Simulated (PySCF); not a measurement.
## Working with the constants of CaP

UHF-CCSD(T) constants of CaP, ⁴Σ⁻ (quartet), unpaired electrons σ ↑, π ↑↑ (basis Ca def2-SVPD, P def2-SVPD; no relativity; PySCF 2.14; masses 39.9626 and 30.9738 u):

```
ωe           : 242.3 cm⁻¹
ωexe         : 1.82 cm⁻¹
Be           : 0.11729 cm⁻¹
αe           : 0.000909 cm⁻¹
De to Ca + P : 0.65 eV
```

What force constant and bond length do these constants imply?

Reduced mass μred = 17.449 u; k = 5.8918×10⁻⁷·μred·ωe² (u, cm⁻¹, mdyn/Å) = 0.604 mdyn/Å; Re = √(16.8576/(μred·Be)) (u, cm⁻¹, Å) = 2.870 Å.

Estimate the centrifugal constant D from the Kratzer relation and find the Dunham coefficient a1.

D = 4Be³/ωe² = 1.1e-07 cm⁻¹; a1 = −1 − αeωe/(6Be²) = -3.67.

Correlated steps freeze 10 core orbitals. Correlated levels converge slowly with the basis: in double zeta they bind strong bonds too weakly, by up to about 1 eV, and carry superposition errors of some tenths. The state was picked by a PBE0 search and need not be the measured ground state.
